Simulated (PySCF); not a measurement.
Name the molecule from its bond curve

A diatomic of charge 0 contains Tb. Its nonet curve at PBE0 in a double-zeta basis (spin-free X2C with a Gaussian nucleus, PySCF), in eV from the separated fragments:

| R (Å) | E (eV) |
| --- | --- |
| 1.981 | -1.160 |
| 2.074 | -1.555 |
| 2.166 | -1.782 |
| 2.235 | -1.865 |
| 2.304 | -1.888 |
| 2.373 | -1.862 |
| 2.465 | -1.771 |
| 2.580 | -1.600 |
| 2.719 | -1.344 |
| 2.903 | -0.973 |

The fit gives ωe = 521 cm⁻¹ and the rotational constant Bₑ = 0.3098 cm⁻¹.

Question: Which atom is the partner?

Answer: The minimum lies at 2.299 Å, so the reduced mass is 16.8576 u Å² cm⁻¹/(Bₑ·Re²) = 10.30 u. With Tb at 158.93 u the partner weighs about 11.0 u: B. The molecule is TbB.

Spin–orbit coupling is left out. The state is the lowest single determinant that the PBE0 search found; with open d or f shells the true ground state can be another one.
